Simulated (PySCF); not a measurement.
C4H6NSi (doublet state).
Atom-mapped SMILES: `[CH2:1]=[C:2][SiH2:3][CH2:4][C:5]#[N:6]` (hydrogens: H7, H8 on C1; H9, H10 on Si3; H11, H12 on C4)

Structure used (GFN2-xTB), in Å, numbered top down from 1:
```
atom  x, y, z in Å
C1    -2.3037   -0.8114    0.3370
C2    -1.3970   -0.0089   -0.1073
Si3   -0.0082    1.1746   -0.1567
C4     1.5371    0.1051   -0.5744
C5     1.7848   -0.8402    0.4621
N6     1.9594   -1.5830    1.3162
H7    -2.5055   -0.9704    1.3942
H8    -2.9370   -1.3993   -0.3192
H9     0.2725    1.9058    1.0872
H10   -0.1991    2.1139   -1.2683
H11    2.4147    0.7430   -0.6850
H12    1.3832   -0.4299   -1.5118
```

The hyperfine couplings belong to this conformer and change with its torsions.

The calculation used UKS B3LYP, pcH-1 on C H N Si, non-relativistic, mean-field spin-orbit, GIAO (PySCF 2.14.0). One conformer (not necessarily the lowest) at the GFN2-xTB geometry, without solvent, vibrations or thermal averaging. A GFN2-xTB geometry isn't a minimum of the functional, and hyperfine couplings can be far from their values at a DFT geometry. The SCF solution wasn't tested for stability.

Problem. Give the principal g shifts and their parts.

Solution. 
```tsv
Δg (ppm)	1	2	3
relativistic mass correction	-127	-127	-127
gauge correction	30	0	21
orbital Zeeman/spin–orbit	-509	-125	649
total	-606	-252	543
```

So g = 2.00171, 2.00207, 2.00286 and g_iso = 2.00221; the tensor is rhombic: the two nearest values differ by 31 % of g3 − g1. Axes: g1 points within 9° of the C1–C2 bond.

Problem. How much does each term add to the isotropic shift?

Solution. The mass correction -127, the gauge correction 17 and the orbital-Zeeman/spin–orbit term 5 ppm, for a total of -105 ppm. The mass correction is the largest in size. The mass correction is the same along every axis, so the anisotropy comes from the other two: their spans along these axes are 30 (gauge) and 1158 ppm (orbital Zeeman/spin–orbit).

Problem. At 9.334 GHz, how far is the centre of the isotropic spectrum from where a free electron (g = 2.002319) resonates?

Solution. B = hν/(g μB) with μB/h = 13.99624 MHz/mT gives 333.06 mT for the free electron and 333.08 mT at g_iso, 0.02 mT higher.

Problem. What effective moment and Curie constant follow for a powder?

Solution. With the mean of g² = 4.0089 and S(S+1) = 0.75: μ_eff = √(⟨g²⟩S(S+1)) = 1.734 μB and χT = 0.12505·⟨g²⟩·S(S+1) = 0.376 cm³ K/mol (cgs; spin-Hamiltonian part alone).

Problem. In a frozen sample, at which fields do the three g values resonate at 9.5, 34, 94 and 263 GHz (hyperfine left aside), and which band first spreads them over more than twice a line width of 0.5 mT?

Solution. 
| band | GHz | B(g3) mT | B(g2) mT | B(g1) mT | spread mT |
| --- | --- | --- | --- | --- | --- |
| X | 9.5 | 338.89 | 339.03 | 339.09 | 0.19 |
| Q | 34.0 | 1212.88 | 1213.36 | 1213.57 | 0.70 |
| W | 94.0 | 3353.24 | 3354.58 | 3355.17 | 1.92 |
| J | 263.0 | 9381.95 | 9385.68 | 9387.33 | 5.38 |

The spread grows in proportion to the frequency. W band is the first where it exceeds 1.0 mT.

The Mulliken spin populations are largest on C2 (+0.98), C1 (-0.18), H7 (+0.08) and H8 (+0.07). C2 is the only atom above +0.15. The positive populations add up to 1.20 and the negative ones to -0.20, together 2S = 1.

The HOMO–LUMO gaps are 5.21 eV among the α and 5.37 eV among the β orbitals.
